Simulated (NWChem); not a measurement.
System: AsF₂, doublet; SMILES F[As]F

Input file for NWChem:

```
start job
memory heap 200 mb stack 900 mb global 1100 mb
geometry units angstroms noautoz
  F      1.303137     0.000000    -0.764621
  As     0.000000     0.000000     0.387230
  F     -1.303137     0.000000    -0.764621
end
basis spherical
  F library def2-tzvp
  As library def2-tzvp
end
dft
  odft
  mult 2
  xc xtpss03 ctpss03
  iterations 150
  mulliken
end
task dft energy
```

In the optimisation the excess spin sits in b2 (C2v, its own frame). Structure relaxed at the PBE0/def2-SVP, spin-unrestricted level. No stability test was run on the SCF state.

What results follow from this input? (TPSS/def2-TZVP, spin-unrestricted.) Quantities: energy (Ha); highest occupied level (eV); lowest empty minus highest occupied level, either spin (eV); dipole (D); <S²>.


```yaml
energy (Ha): -2435.64
highest occupied level (eV): -5.40
lowest empty minus highest occupied level, either spin (eV): 1.63
dipole (D): 2.02
"<S²>": 0.753
```
